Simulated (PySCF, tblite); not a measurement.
Species: C5H5OP.
Numbering: `[CH2:1]=[P:2][c:3]1[cH:4][cH:5][cH:6][o:7]1` (hydrogens: H8, H9 on C1; H10 on C4; H11 on C5; H12 on C6)

The geometry is computed with GFN2-xTB (gas phase).

(1) What internal coordinates does the optimisation give?

## Answers

(1) 
| bond | length (Å) | order |
| --- | --- | --- |
| C1=P2 | 1.666 | double |
| P2–C3 | 1.804 | single |
| C3–C4 | 1.375 | aromatic |
| C4–C5 | 1.410 | aromatic |
| C5–C6 | 1.363 | aromatic |
| C6–O7 | 1.338 | aromatic |
| C3–O7 | 1.352 | aromatic |
| C1–H8 | 1.076 | single |
| C1–H9 | 1.077 | single |
| C4–H10 | 1.071 | single |
| C5–H11 | 1.071 | single |
| C6–H12 | 1.073 | single |

Orders are formal, as drawn. A selection of angles:
| angle | degrees |
| --- | --- |
| P2–C1–H8 | 123.9 |
| P2–C1–H9 | 119.2 |
| H8–C1–H9 | 116.9 |
| C1–P2–C3 | 101.6 |
| P2–C3–C4 | 128.6 |
| P2–C3–O7 | 121.8 |
| C4–C3–O7 | 109.6 |
| C3–C4–C5 | 106.3 |
| C3–C4–H10 | 126.1 |
| C5–C4–H10 | 127.5 |
| C4–C5–C6 | 105.8 |
| C4–C5–H11 | 127.3 |
| C6–C5–H11 | 126.9 |
| C5–C6–O7 | 111.0 |
| C5–C6–H12 | 131.8 |
| O7–C6–H12 | 117.2 |
| C3–O7–C6 | 107.3 |

Torsions: C1–P2–C3–C4 180° (antiperiplanar).

The 5-membered ring C3–C4–C5–C6–O7 has internal angles of 105.8° to 111.0° (sum 540°, against 540° for a flat polygon); it is planar, 0.00 Å rms from its mean plane, widest ring torsion 0°. O7 (furan-type oxygen) is bent (angle 107.3°). Of the pairs four or more bonds apart, O7···H8 is among the closest relative to their van der Waals radii: 2.44 Å, 90 % of the sum of Bondi's values. The 3 C–C bonds span 1.363 Å (C5–C6, aromatic) to 1.410 Å (C4–C5, aromatic), a spread of 0.047 Å. The C–P distances run from 1.666 Å (C1=P2, drawn double) to 1.804 Å (P2–C3, drawn single), a spread of 0.138 Å. The 7 heavy atoms lie in one plane (0.001 Å rms).

Point group: Cs (tolerance 0.08 Å). Its GFN2-xTB frequencies are all real (lowest 51 cm⁻¹). The numbers are those of one conformer.
